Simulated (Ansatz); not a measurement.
**Molecular dynamics of InAg₁₆**

The input (input.yaml):

```yaml
crystal:
  lattice:
    - [8.18, 0.0, 0.0]
    - [0.0, 5.784133, 0.0]
    - [0.0, 0.0, 15.3381]
  atoms:
    - { symbol: Ag, position: [0.25, 0.25, 0.0651971] }
    - { symbol: Ag, position: [0.75, 0.25, 0.0651971] }
    - { symbol: Ag, position: [0.25, 0.75, 0.0651971] }
    - { symbol: Ag, position: [0.75, 0.75, 0.0651971] }
    - { symbol: Ag, position: [0.00053682, -0.00150459, 0.15119656] }
    - { symbol: Ag, position: [0.49982063, -0.00140193, 0.15126116] }
    - { symbol: Ag, position: [0.00092619, 0.50002922, 0.15098304] }
    - { symbol: Ag, position: [0.49903199, 0.50024524, 0.15129663] }
    - { symbol: Ag, position: [0.25082344, 0.24747954, 0.24490515] }
    - { symbol: Ag, position: [0.75116271, 0.24722087, 0.2525723] }
    - { symbol: Ag, position: [0.25083801, 0.74968038, 0.25968658] }
    - { symbol: Ag, position: [0.75096605, 0.74493763, 0.25247292] }
    - { symbol: Ag, position: [-0.01084289, -0.00626463, 0.34416914] }
    - { symbol: Ag, position: [0.51277, -0.00657299, 0.34515557] }
    - { symbol: Ag, position: [-0.00551332, 0.49596716, 0.34223858] }
    - { symbol: Ag, position: [0.50739371, 0.49592652, 0.34283752] }
    - { symbol: In, position: [0.25105137, 0.23724055, 0.4256245] }
basis:
  ecutwfc: 420.0
kpoints:
  mp_grid: { grid: [2, 3, 1] }
hamiltonian:
  xc: pbe
  dispersion: d3bj
  pseudopotentials: { kind: paw, azcp: { folder: soft_1 } }
scf:
  occupations: { method: fermi_dirac, width: 0.05 }
  lower_state_search: "off"
md:
  timestep: 4.5
  n_steps: 120
  ensemble: nvt_nose_hoover
  temperature: 300.0
  initial_velocities: maxwell_boltzmann
  seed: 844451
  nose_hoover: { tau: 50.0, chain_length: 3 }
  constraints: [{ sites: [0, 1, 2, 3] }]
```

Launched with:

```bash
$ ansatz run input.yaml --threads 4 --pin off --max-ram 10240MiB --backend cpu --events-out ev --progress --plain --runs-dir out
```

It starts from a partly relaxed structure (largest force component 0.07 eV/Å).

Output, in part (step lines):

```
md step     0: t =     0.00 fs  T =   300.0 K  F+E_penalty+E_count = -127048.74307528 eV  E_kin = 0.504114 eV  conserved = -127048.23896128 eV  (11 SCF iters)
md step     1: t =     4.50 fs  T =   297.7 K  F+E_penalty+E_count = -127048.73920618 eV  E_kin = 0.500276 eV  conserved = -127048.23893788 eV  (7 SCF iters)
md step     2: t =     9.00 fs  T =   291.1 K  F+E_penalty+E_count = -127048.72804763 eV  E_kin = 0.489242 eV  conserved = -127048.23889665 eV  (7 SCF iters)
md step     3: t =    13.50 fs  T =   280.8 K  F+E_penalty+E_count = -127048.71021228 eV  E_kin = 0.471788 eV  conserved = -127048.23884013 eV  (7 SCF iters)
md step     4: t =    18.00 fs  T =   267.2 K  F+E_penalty+E_count = -127048.68655183 eV  E_kin = 0.449008 eV  conserved = -127048.23877107 eV  (7 SCF iters)
md step     5: t =    22.50 fs  T =   251.3 K  F+E_penalty+E_count = -127048.65810327 eV  E_kin = 0.422219 eV  conserved = -127048.23869299 eV  (3 SCF iters)
md step     6: t =    27.00 fs  T =   233.8 K  F+E_penalty+E_count = -127048.62602900 eV  E_kin = 0.392870 eV  conserved = -127048.23860941 eV  (3 SCF iters)
md step     7: t =    31.50 fs  T =   215.7 K  F+E_penalty+E_count = -127048.59155452 eV  E_kin = 0.362444 eV  conserved = -127048.23852344 eV  (3 SCF iters)
[... lines left out ...]
md step   119: t =   535.50 fs  T =   343.8 K  F+E_penalty+E_count = -127048.27365882 eV  E_kin = 0.577718 eV  conserved = -127048.23850718 eV  (2 SCF iters)
md step   120: t =   540.00 fs  T =   358.5 K  F+E_penalty+E_count = -127048.27738294 eV  E_kin = 0.602499 eV  conserved = -127048.23850317 eV  (7 SCF iters)
```

The steps, from the saved trajectory:

```
time (fs)  T (K)  potential energy less start (eV)  conserved less start (meV/atom)
        0    300                             0.000                             0.00
       18    267                             0.057                             0.01
       36    198                             0.187                             0.03
       54    143                             0.320                             0.05
       72    135                             0.404                             0.05
       90    155                             0.436                             0.04
      108    175                             0.451                             0.04
      126    195                             0.477                             0.04
      144    227                             0.498                             0.06
      162    289                             0.487                             0.06
      180    365                             0.451                             0.05
      198    403                             0.447                             0.04
      216    367                             0.510                             0.05
      234    290                             0.611                             0.06
      252    231                             0.687                             0.07
      270    219                             0.708                             0.06
      288    249                             0.687                             0.06
      306    304                             0.657                             0.06
      324    363                             0.638                             0.06
      342    402                             0.633                             0.06
      360    393                             0.656                             0.06
      378    331                             0.716                             0.06
      396    261                             0.771                             0.08
      414    238                             0.748                             0.06
      432    242                             0.684                             0.04
      450    223                             0.661                             0.04
      468    190                             0.672                             0.05
      486    184                             0.658                             0.05
      504    221                             0.592                             0.05
      522    290                             0.508                             0.03
      540    359                             0.466                             0.03
```

All steps were run. The conserved energy stayed within 0.077 meV per atom of its start (net change 0.027 meV per atom), so the integration is sound. A run of 0.54 ps of so small a system gives no equilibrium averages. Limits of this set-up: coarse k mesh, thin slab, slab without dipole correction, a typed lattice constant that wasn't relaxed here.

Mean squared displacements from the first frame to the last: Ag 0.09 Å², In 0.34 Å².

Last frame:

```xyz
17
Lattice="8.1800 0.0000 0.0000 0.0000 5.7841 0.0000 0.0000 0.0000 15.3381" Properties=species:S:1:pos:R:3
Ag 2.045 1.446 1.000
Ag 6.135 1.446 1.000
Ag 2.045 4.338 1.000
Ag 6.135 4.338 1.000
Ag -0.080 0.024 2.324
Ag 4.202 -0.038 2.335
Ag 0.106 2.808 2.346
Ag 4.079 2.805 2.409
Ag 2.123 1.153 3.725
Ag 6.078 1.396 3.903
Ag 2.060 3.961 4.231
Ag 6.295 4.302 3.762
Ag 0.110 -0.138 5.274
Ag 4.058 -0.036 5.441
Ag -0.634 2.975 5.782
Ag 4.526 2.967 5.638
In 1.914 1.924 6.411
```

Time of the run: 26 min on 4 threads of Arm Neoverse V1, with other jobs on the host, peak memory 2.4 GiB.
